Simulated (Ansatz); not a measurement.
Consider the ligand exchange at a B–F bond: `O[SiH2]CBF` + H₂S → `O[SiH2]CBS` + H–F.

Calculated with Ansatz (gas phase, PBE0-D4/def2-TZVP geometries, no zero-point term in ΔE). CCSD(T)/CBS adds triple-zeta CCSD(T) − MP2 to the extrapolated MP2 energy (def2 sets, frozen cores). This one scheme is used for every species. DFT in def2-TZVPP. B3LYP here is the variant with VWN-RPA as its local correlation; programs differ in this. One conformer a species, not always the lowest.

Problem. Is it downhill or uphill in electronic energy at CCSD(T)/CBS, and by how much? (Best estimate.)

Solution. The calculation gave: Uphill: ΔE = +51.4 kJ/mol.

Problem. What do these levels give: PBE-D4, PBE0-D4, ωB97X-V, PBE0, B3LYP, HF/def2-TZVPP, SCS-MP2/def2-TZVPP, CCSD/def2-TZVPP, HF/def2-QZVPP, MP2/def2-QZVPP, HF/CBS(def2), MP2/CBS(def2)? (Best estimate.)

Solution. Ansatz gave: PBE-D4 47.0, PBE0-D4 48.7, ωB97X-V 61.6, PBE0 53.3, B3LYP 67.9, HF/def2-TZVPP 82.0, SCS-MP2/def2-TZVPP 56.4, CCSD/def2-TZVPP 59.9, HF/def2-QZVPP 83.0, MP2/def2-QZVPP 46.3, HF/CBS(def2) 83.1, MP2/CBS(def2) 44.3 kJ/mol.

Largest T1 diagnostic among the species: 0.013.

In def2-TZVPP, CCSD(T) changes the Hartree–Fock value by −26.9 kJ/mol (the triples alone add −4.7 kJ/mol) and MP2 by −33.9 kJ/mol. The D4 term adds −8.1 kJ/mol with B3LYP and −4.5 kJ/mol with PBE0; it sums over pairs of atoms, weighted by their polarisabilities, and B3LYP, whose exchange is more repulsive, gets the larger term.
